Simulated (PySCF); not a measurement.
Predicted microwave data (PBE0/pcSseg-1 in PySCF (dipole) on a GFN2-xTB geometry, gas phase) for one isomer of C6H11N3OSi:

```
Rotational constants : A = 2298, B = 477.4, C = 455.0 MHz
Dipole components    : |μa| = 3.94 D, |μb| = 1.61 D, |μc| = 0.00 D
Inertial defect      : -167.80 u·Å²
κ                    : -0.98
```

Question: Which structure is it? (One computed conformer of each.)
A. `[CH3:1][C:2](=[O:3])[c:4]1[cH:5][n:6]([SiH:7]([CH3:8])[CH3:9])[n:10][n:11]1` with C1–C2–C4–C5 180°, C5–N6–Si7–C8 120°
B. `[CH3:1][C:2](=[O:3])[c:4]1[cH:5][n:6][n:7][n:8]1[SiH:9]([CH3:10])[CH3:11]` with C1–C2–C4–C5 -1°, N7–N8–Si9–C10 6°
C. `[CH3:1][C:2](=[O:3])[c:4]1[cH:5][n:6][n:7]([SiH:8]([CH3:9])[CH3:10])[n:11]1` with C1–C2–C4–C5 180°, N6–N7–Si8–C9 -60°

Answer: C. It is CC(=O)c1cnn([SiH](C)C)n1, a near-prolate asymmetric top, point group Cs. The candidates at the same level (rigid rotor, commonest isotopes):

| SMILES | A (MHz) | B (MHz) | C (MHz) | μa (D) | μb (D) | μc (D) | Δ (u·Å²) | point group | rotor |
| --- | --- | --- | --- | --- | --- | --- | --- | --- | --- |
| CC(=O)c1cn([SiH](C)C)nn1 | 2466 | 455.6 | 441.5 | 4.41 | 0.71 | 0.00 | -169.70 | Cs | near-prolate asymmetric top |
| CC(=O)c1cnnn1[SiH](C)C | 1346 | 893.9 | 590.1 | 2.00 | 2.18 | 0.24 | -84.37 | C1 | asymmetric top |
| CC(=O)c1cnn([SiH](C)C)n1 | 2298 | 477.4 | 455.0 | 3.94 | 1.61 | 0.00 | -167.80 | Cs | near-prolate asymmetric top |

`CC(=O)c1cn([SiH](C)C)nn1` has A 7 % too high; `CC(=O)c1cnnn1[SiH](C)C` has B 87 % too high. In the right answer the mirror of this Cs structure is the ab plane, so μc vanishes by symmetry. No structure here is proved a minimum.
